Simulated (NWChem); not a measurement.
Molecule: CH₄N₂OSi; SMILES N#CO[SiH2]N

```xyz
9

N      0.2536     2.8649     0.1967
C     -0.0994     1.7578     0.1572
O     -0.5145     0.5516     0.1180
Si     0.4600    -0.8664    -0.1107
N     -0.5189    -2.2514    -0.0976
H      1.1005    -0.6948    -1.4374
H      1.4030    -0.8856     1.0341
H     -0.8728    -2.6498     0.7641
H     -1.0771    -2.5212    -0.8989
```
Atoms are numbered in this order, from 1.

Computed with NWChem. Pople sets run with spherical d functions. The geometry was optimised at PBE0/def2-SVP. Level: M05-2X/6-31G* with SMD (1 M gas to 1 M solution), gas-phase geometry. Reactions with the solvent are ignored.

For solvent n-hexane:

```yaml
solvation free energy (kcal/mol): -2.8
dipole in solution (D): 6.49
```

Task: Estimate the same quantities for solvent chlorobenzene.

Result: 
| Item | Result |
|---|---|
| solvation free energy (kcal/mol) | -6.1 |
| dipole in solution (D) | 6.95 |
